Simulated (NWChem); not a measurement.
System: HTeI; SMILES [TeH]I

Input file for NWChem:

```
start job
memory heap 200 mb stack 900 mb global 1100 mb
geometry units angstroms noautoz
  Te    -0.023849     1.341573     0.000000
  H      1.658300     1.432961     0.000000
  I     -0.042620    -1.398116     0.000000
end
basis spherical
  * library def2-tzvp
end
ecp
  Te library def2-ecp
  I library def2-ecp
end
dft
  xc becke97-d
  disp vdw 2
  iterations 150
  mulliken
end
task dft energy
```

Excerpt of the output:

```
             Northwest Computational Chemistry Package (NWChem) 7.3.0
             --------------------------------------------------------

 CS  symmetry detected

                             Geometry "geometry" -> ""
                             -------------------------

 Output coordinates in angstroms (scale by  1.889725989 to convert to a.u.)

  No.       Tag          Charge          X              Y              Z
 ---- ---------------- ---------- -------------- -------------- --------------
    1 Te                  52.0000    -0.02285879     1.36880685     0.00000000
    2 H                    1.0000     1.65807670     1.48030976     0.00000000
    3 I                   53.0000    -0.00885697    -1.37091068     0.00000000

 Effective nuclear repulsion energy (a.u.)     557.1413880903

      Symmetry information
      --------------------

 Group name             Cs
 Group number              2
 Group order               2
 No. of unique centers     3

                                 NWChem DFT Module
                                 -----------------

 Summary of "ao basis" -> "ao basis" (spherical)
 ------------------------------------------------------------------------------
       Tag                 Description            Shells   Functions and Types
 ---------------- ------------------------------  ------  ---------------------
 Te                        def2-tzvp                16       50   6s5p3d2f
 H                         def2-tzvp                 4        6   3s1p
 I                         def2-tzvp                16       50   6s5p3d2f

      Symmetry analysis of basis
      --------------------------

        a'         71
        a"         35

            General Information
            -------------------
          SCF calculation type: DFT
          Wavefunction type:  closed shell.
          No. of atoms     :     3
          No. of electrons :    50
           Alpha electrons :    25
            Beta electrons :    25
          Charge           :     0
          Spin multiplicity:     1
          Use of symmetry is: on ; symmetry adaption is: on
          Maximum number of iterations: 150
          AO basis - number of functions:   106
                     number of shells:    36
          Convergence on energy requested:  1.00D-06
          Convergence on density requested:  1.00D-05
          Convergence on gradient requested:  5.00D-04

              XC Information
              --------------
                   Becke 97-D Method XC Functional
                  Becke 1997-D Exchange Functional  1.000
                Becke 1997-D Correlation Potential  1.000

             Grid Information
             ----------------
          Grid used for XC integration:  medium
          Radial quadrature: Mura-Knowles
          Angular quadrature: Lebedev.
          Tag              B.-S. Rad. Rad. Pts. Rad. Cut. Ang. Pts.
          ---              ---------- --------- --------- ---------
          Te                  1.40      123          10.0       590
          H                   0.35       45          11.0       434
          I                   1.40      123          11.0       590
          Grid pruning is: on
          Number of quadrature shells:   291
          Spatial weights used:  Erf1

      Superposition of Atomic Density Guess
      -------------------------------------

 Sum of atomic energies:        -658.92989480

      Non-variational initial energy
      ------------------------------

 Total energy =    -564.214057
 1-e energy   =   -1239.156221
 2-e energy   =     547.509015
 HOMO         =      -0.231282
 LUMO         =      -0.095277

      Symmetry analysis of molecular orbitals - initial
      -------------------------------------------------

  Numbering of irreducible representations:

     1 a'          2 a"

  Orbital symmetries:

     1 a'          2 a'          3 a'          4 a'          5 a"
     6 a'          7 a'          8 a"          9 a'         10 a'
    11 a"         12 a'         13 a"         14 a'         15 a'
    16 a"         17 a'         18 a"         19 a'         20 a'
    21 a'         22 a'         23 a"         24 a'         25 a"
    26 a'         27 a'         28 a'         29 a'         30 a"
    31 a'         32 a'         33 a'         34 a"         35 a"

     ---------------------------------------------
      Total Density - Mulliken Population Analysis
     ---------------------------------------------

    Atom       Charge   Shell Charges
 -----------   ------   -------------------------------------------------------
    1 Te  24    23.91   0.28 -0.84  1.56  1.00  1.07  0.83 -0.51  6.46  0.99  2.16  0.83  9.08  0.91  0.09  0.01  0.00
    2 H    1     0.86   0.18  0.45  0.21  0.01
    3 I   25    25.23   0.19 -0.77  1.58  1.01  1.10  0.85 -0.49  6.45  1.33  2.88  1.07  9.23  0.76  0.05  0.00  0.00

   convergence    iter        energy       DeltaE   RMS-Dens  Diis-err
 ---------------- ----- ----------------- --------- --------- ---------
 d= 0,ls=0.0,diis     1   -567.3108540311 -6.95D+02  1.56D-02  3.68D-01
 d= 0,ls=0.0,diis     2   -567.2970633916  1.38D-02  7.91D-03  4.00D-01
 d= 0,ls=0.0,diis     3   -567.3349324678 -3.79D-02  3.66D-03  1.20D-01
 d= 0,ls=0.0,diis     4   -567.3495502816 -1.46D-02  1.25D-03  1.65D-02
 d= 0,ls=0.0,diis     5   -567.3514779215 -1.93D-03  3.69D-04  8.77D-04
  Resetting Diis
 d= 0,ls=0.0,diis     6   -567.3516191679 -1.41D-04  5.36D-05  6.24D-05
 d= 0,ls=0.0,diis     7   -567.3516245721 -5.40D-06  3.00D-05  2.49D-06
 d= 0,ls=0.0,diis     8   -567.3516239788  5.93D-07  2.37D-05  6.57D-06
 d= 0,ls=0.0,diis     9   -567.3516247653 -7.87D-07  6.61D-06  4.64D-07

         Total DFT energy =     -567.351624765309
      One electron energy =    -1240.601041732730
           Coulomb energy =      590.212039471735
    Exchange-Corr. energy =      -44.394892862248
 Nuclear repulsion energy =      127.433149892655

    Dispersion correction =       -0.000879534720

 Numeric. integr. density =       49.999993650902

                  Occupations of the irreducible representations
                  ----------------------------------------------

                     irrep           alpha         beta
                     --------     --------     --------
                     a'               17.0         17.0
                     a"                8.0          8.0

                       DFT Final Molecular Orbital Analysis
                       ------------------------------------

 Vector   23  Occ=2.000000D+00  E=-2.601833D-01  Symmetry=a"
              MO Center= -5.7D-03, -6.0D-01, -7.8D-16, r^2= 3.3D+00
   Bfn.  Coefficient  Atom+Function         Bfn.  Coefficient  Atom+Function
  ----- ------------  ---------------      ----- ------------  ---------------
    74      0.453130  3 I  pz                68     -0.387523  3 I  pz
    71      0.315171  3 I  pz                18      0.264731  1 Te pz
    12     -0.218573  1 Te pz                77      0.207980  3 I  pz
    15      0.181715  1 Te pz                21      0.111087  1 Te pz
    65     -0.049206  3 I  pz                 9     -0.035167  1 Te pz

 Vector   24  Occ=2.000000D+00  E=-2.436355D-01  Symmetry=a'
              MO Center=  3.2D-02, -1.2D+00, -1.9D-15, r^2= 2.6D+00
   Bfn.  Coefficient  Atom+Function         Bfn.  Coefficient  Atom+Function
  ----- ------------  ---------------      ----- ------------  ---------------
    72      0.529092  3 I  px                66     -0.454161  3 I  px
    69      0.373680  3 I  px                75      0.270139  3 I  px
    52     -0.101433  2 H  s                  6      0.088240  1 Te s
    53     -0.074683  2 H  s                  5      0.070614  1 Te s
    10      0.062461  1 Te px                13     -0.060244  1 Te px

 Vector   25  Occ=2.000000D+00  E=-1.991957D-01  Symmetry=a"
              MO Center=  3.2D-03,  6.1D-01, -3.6D-14, r^2= 4.0D+00
   Bfn.  Coefficient  Atom+Function         Bfn.  Coefficient  Atom+Function
  ----- ------------  ---------------      ----- ------------  ---------------
    18      0.463256  1 Te pz                12     -0.382666  1 Te pz
    15      0.330927  1 Te pz                74     -0.301074  3 I  pz
    21      0.270120  1 Te pz                68      0.262259  3 I  pz
    71     -0.222598  3 I  pz                77     -0.193604  3 I  pz
     9     -0.061365  1 Te pz                65      0.033157  3 I  pz

 Vector   26  Occ=0.000000D+00  E=-1.387753D-01  Symmetry=a'
              MO Center=  4.6D-03,  2.7D-01, -1.9D-15, r^2= 5.2D+00
   Bfn.  Coefficient  Atom+Function         Bfn.  Coefficient  Atom+Function
  ----- ------------  ---------------      ----- ------------  ---------------
    17      0.436652  1 Te py                73      0.383604  3 I  py
    20      0.375234  1 Te py                11     -0.350012  1 Te py
    76      0.342334  3 I  py                67     -0.320856  3 I  py
    14      0.316319  1 Te py                70      0.280738  3 I  py
    62      0.203074  3 I  s                  5     -0.200675  1 Te s

 Vector   27  Occ=0.000000D+00  E=-5.564876D-02  Symmetry=a'
              MO Center=  3.9D-01,  1.3D+00, -5.7D-16, r^2= 4.2D+00
   Bfn.  Coefficient  Atom+Function         Bfn.  Coefficient  Atom+Function
  ----- ------------  ---------------      ----- ------------  ---------------
    53      1.049995  2 H  s                 19     -0.652443  1 Te px
     6     -0.558460  1 Te s                 16     -0.482269  1 Te px
    10      0.275672  1 Te px                52      0.263811  2 H  s
     5     -0.256903  1 Te s                 13     -0.234415  1 Te px
     2     -0.198117  1 Te s                  3      0.177469  1 Te s

 Vector   28  Occ=0.000000D+00  E= 8.497147D-02  Symmetry=a'
              MO Center=  1.4D-01,  1.5D+00,  5.6D-15, r^2= 7.7D+00
   Bfn.  Coefficient  Atom+Function         Bfn.  Coefficient  Atom+Function
  ----- ------------  ---------------      ----- ------------  ---------------
    20      1.558226  1 Te py                17     -0.812396  1 Te py
    62      0.557760  3 I  s                  6     -0.429123  1 Te s
    92     -0.327402  3 I  d  2              76      0.289883  3 I  py
    19      0.270516  1 Te px                16     -0.236325  1 Te px
    11      0.197025  1 Te py                90     -0.180833  3 I  d  0

     ---------------------------------------------
      Total Density - Mulliken Population Analysis
     ---------------------------------------------

    Atom       Charge   Shell Charges
 -----------   ------   -------------------------------------------------------
    1 Te  24    23.95   0.29 -0.87  1.63  0.96  1.24  0.67 -0.51  6.46  1.18  2.08  0.68  9.03  0.96  0.11  0.02  0.00
    2 H    1     0.94   0.23  0.52  0.18  0.01
    3 I   25    25.11   0.19 -0.79  1.64  0.98  1.23  0.72 -0.49  6.44  1.44  2.67  1.02  9.18  0.81  0.06  0.01  0.00

     -------------------------------------------
      Total Density - Lowdin Population Analysis
     -------------------------------------------

    Atom       Charge   Shell Charges
 -----------   ------   -------------------------------------------------------
    1 Te  24    23.95   0.00  0.02  0.89  1.07  0.95  0.78  0.08  5.43  1.52  1.93  1.04  8.40  1.54  0.26  0.03  0.00
    2 H    1     1.00   0.23  0.45  0.28  0.04
    3 I   25    25.05   0.00  0.01  0.91  1.07  0.97  0.89  0.16  5.37  1.79  2.44  1.33  8.55  1.40  0.16  0.01  0.00

     Multipole analysis of the density
     ---------------------------------

     L   x y z        total         alpha         beta         nuclear
     -   - - -        -----         -----         ----         -------
     0   0 0 0     -0.000000    -25.000000    -25.000000     50.000000

     1   1 0 0      0.062807     -0.807674     -0.807674      1.678155
     1   0 1 0      0.432277      0.160479      0.160479      0.111318
     1   0 0 1     -0.000000     -0.000000     -0.000000      0.000000

     2   2 0 0    -38.923912    -24.396667    -24.396667      9.869422
     2   1 1 0      0.344269     -3.411567     -3.411567      7.167402
     2   1 0 1     -0.000000     -0.000000     -0.000000      0.000000
     2   0 2 0    -36.260880   -186.226493   -186.226493    336.192106
     2   0 1 1     -0.000000     -0.000000     -0.000000      0.000000
     2   0 0 2    -42.308200    -21.154100    -21.154100      0.000000
```

Level: B97-D/def2-TZVP with def2 effective core potentials on Te, I. Geometry: optimised at PBE-D3(BJ)/def2-SVP. def2 effective core potentials on Te, I; no spin-orbit coupling.
